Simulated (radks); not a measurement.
Values are calculated unless marked as measured or tabulated.
Er+, configuration [Xe] 4f11.5 6s1.5 (fractional occupations, a model configuration). Code: a radial shooting solver on a logarithmic mesh with Libxc functionals. Model: scalar-relativistic Kohn-Sham, PBE, spin-polarised, spherical densities, point nucleus; open shells are filled with parallel spins first (spin-orbit coupling, left out, can overturn this in heavy ions).

Local quantities along the radius. ELF = 1/(1 + alpha^2) is the electron localisation function; alpha = (tau - tau_W)/tau_unif compares the Pauli kinetic energy density with that of the uniform gas (summed over spins); -r V(r) is the screened charge that the Kohn-Sham potential of spin up presents (atomic units); 4 pi r^2 rho is in e/bohr; r v_xc is r times the local exchange-correlation potential of spin up (hartree bohr). tau is taken from the large components.

| r (bohr) | ELF | alpha | -r V(r) | 4 pi r^2 rho | r v_xc |
|---|---|---|---|---|---|
| 0.00185 | 0.999 | 0.02694 | 67.30 | 13.81 | -0.1660 |
| 0.002507 | 0.999 | 0.03060 | 67.03 | 21.39 | -0.1985 |
| 0.003398 | 0.999 | 0.03678 | 66.67 | 32.08 | -0.2395 |
| 0.004642 | 0.998 | 0.04787 | 66.16 | 46.51 | -0.2902 |
| 0.006291 | 0.995 | 0.06794 | 65.51 | 62.96 | -0.3465 |
| 0.008527 | 0.988 | 0.1083 | 64.65 | 78.92 | -0.4054 |
| 0.01156 | 0.962 | 0.1988 | 63.54 | 89.66 | -0.4603 |
| 0.01579 | 0.845 | 0.4283 | 62.06 | 90.87 | -0.5036 |
| 0.0214 | 0.536 | 0.9297 | 60.23 | 84.28 | -0.5296 |
| 0.029 | 0.330 | 1.425 | 57.94 | 81.62 | -0.5551 |
| 0.0393 | 0.461 | 1.081 | 55.16 | 95.48 | -0.6613 |
| 0.05369 | 0.711 | 0.6375 | 51.72 | 118.2 | -0.8201 |
| 0.07276 | 0.697 | 0.6587 | 47.71 | 118.5 | -0.9005 |
| 0.09861 | 0.401 | 1.223 | 43.08 | 97.12 | -0.8924 |
| 0.1336 | 0.430 | 1.151 | 37.97 | 97.43 | -0.9983 |
| 0.1826 | 0.722 | 0.6203 | 32.39 | 109.1 | -1.211 |
| 0.2474 | 0.557 | 0.8912 | 26.75 | 76.71 | -1.163 |
| 0.3354 | 0.252 | 1.722 | 21.11 | 49.96 | -1.058 |
| 0.4545 | 0.660 | 0.7177 | 15.85 | 59.65 | -1.372 |
| 0.6209 | 0.648 | 0.7373 | 11.04 | 46.40 | -1.400 |
| 0.8415 | 0.360 | 1.334 | 7.503 | 23.14 | -1.207 |
| 1.14 | 0.447 | 1.113 | 5.108 | 13.67 | -1.161 |
| 1.546 | 0.567 | 0.8735 | 3.527 | 7.572 | -1.074 |
| 2.112 | 0.256 | 1.706 | 2.501 | 2.628 | -0.8320 |
| 2.862 | 0.129 | 2.598 | 1.973 | 0.9471 | -0.6835 |
| 3.878 | 0.629 | 0.7677 | 1.766 | 0.4702 | -0.6760 |
| 5.256 | 0.956 | 0.2139 | 1.510 | 0.1402 | -0.4948 |
| 7.181 | 0.980 | 0.1434 | 1.360 | 0.01501 | -0.3591 |
| 9.732 | 0.907 | 0.3199 | 1.134 | 0.0004563 | -0.1341 |

On this mesh the ELF has minima near r = 0.029, 0.11, 0.34, 0.98, 2.9 bohr, which separate the shells, and maxima near 0.063 (0.74), 0.18 (0.72), 0.53 (0.72), 1.5 (0.57), 7.2 (0.98).

Self-consistent cycle (total energy in hartree, residual of the potential): 1: -13078.50703, 9e+00; 2: -13085.10415, 3e+00; 3: -13086.08621, 9e-01; 4: -13085.89939, 1e+00; 5: -13086.10541, 4e-01; 6: -13086.13156, 2e-01; 7: -13086.13595, 1e-01; 8: -13086.13951, 1e-02; 9: -13086.13953, 8e-05; 10: -13086.13953, 2e-05; 11: -13086.13953, 5e-05; 12: -13086.13953, 3e-05; 13: -13086.13953, 1e-06; 14: -13086.13953, 3e-07; 15: -13086.13953, 5e-09.
